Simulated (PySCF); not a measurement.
VF₄, SMILES [F][V+]([F])([F])[F], charge +1, multiplicity 1. Geometry optimised at PBE0-D3(BJ)/def2-SVP. The multiplicity is an assumed one; other spin states were not compared. The isomer is the one that the SMILES or the coordinates give; other isomers of the formula were not compared.

Task: Give the equilibrium geometry at PBE0-D3(BJ)/def2-SVP (PySCF confirms it by a frequency run) as Cartesian coordinates in Å, and its point group. (An estimate is asked for; the answer gives what the named calculation found.)

Result: point group Td.
```xyz
5

V      0.0000     0.0000     0.0000
F     -0.9421     0.9421    -0.9421
F      0.9421     0.9421     0.9421
F      0.9421    -0.9421    -0.9421
F     -0.9421    -0.9421     0.9421
```
Charge +1, spin multiplicity 1.
